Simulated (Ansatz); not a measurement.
`BC(B)=C`. Total charge 0; spin multiplicity 1.

```tsv
atom	x (Å)	y (Å)	z (Å)
B1	-0.582	-1.024	-0.992
C2	-0.006	0.017	-0.001
B3	1.012	-0.300	1.121
C4	-0.422	1.297	-0.126
H5	-0.257	-2.175	-0.947
H6	-1.371	-0.673	-1.826
H7	1.395	0.582	1.838
H8	1.427	-1.409	1.292
H9	-0.061	2.086	0.532
H10	-1.136	1.599	-0.891
```

(1) List the harmonic frequencies (cm⁻¹, unscaled) at PBE0-D4/def2-TZVP in Ansatz. (Estimate.)

(2) Is this a minimum?

(3) Give the ideal-gas thermochemistry at 298.15 K and 1 bar (rigid rotor, harmonic oscillator; point group C2v, symmetry number 2).

(4) And at 400, 500, 600, 800 and 1000 K?

Answers

(1) The calculation gave: 106, 166, 311, 317, 380, 632, 798, 836, 925, 1009, 1018, 1037, 1093, 1198, 1246, 1340, 1437, 1624, 2561, 2571, 2647, 2655, 3109, 3196.

(2) Yes, all 24 modes are real.

(3) Zero-point energy 192.7 kJ/mol; H(298) − E = 210.4 kJ/mol; entropy 298.8 J/(mol·K), of which translation 158.1, rotation 95.1, vibration 45.6; G(298) − E = 121.3 kJ/mol.

(4) 
```
T (K)  H − E (kJ/mol)  S (J/mol/K)  G − E (kJ/mol)
  400           220.5        327.8            89.4
  500           232.3        353.9            55.3
  600           245.6        378.1            18.7
  800           275.8        421.4           -61.4
 1000           309.8        459.3          -149.5
```
